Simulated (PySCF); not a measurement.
SMILES COc1ccc(C(=O)O)s1 (GFN2-xTB optimised geometry):

```
16

C     -2.338    -2.636     0.007
O     -0.940    -2.820     0.000
C     -0.180    -1.723     0.000
C      1.193    -1.723     0.000
C      1.725    -0.430     0.000
C      0.769     0.555     0.000
C      0.981     1.986     0.000
O      2.063     2.525     0.001
O     -0.174     2.683     0.001
S     -0.834    -0.116     0.000
H     -2.775    -3.632     0.009
H     -2.656    -2.087     0.898
H     -2.665    -2.087    -0.882
H      1.773    -2.626     0.000
H      2.775    -0.201     0.000
H      0.019     3.632     0.002
```

Level of theory: PySCF with CAM-B3LYP/def2-TZVP.

### Question
What are the frontier orbital energies and the dipole moment?

### Answer
HOMO-2 -9.51 eV, HOMO-1 -8.90 eV, HOMO -7.67 eV, LUMO -0.26 eV, LUMO+1 1.48 eV; dipole moment 3.57 D.

Meta-Löwdin charges at CAM-B3LYP/def2-TZVP: C1 -0.12, O2 -0.31, C3 0.11, C4 -0.21, C5 -0.09, C6 -0.22, C7 0.52, O8 -0.49, O9 -0.49, S10 0.26, H11 0.14, H12 0.12, H13 0.12, H14 0.14, H15 0.15, H16 0.36.
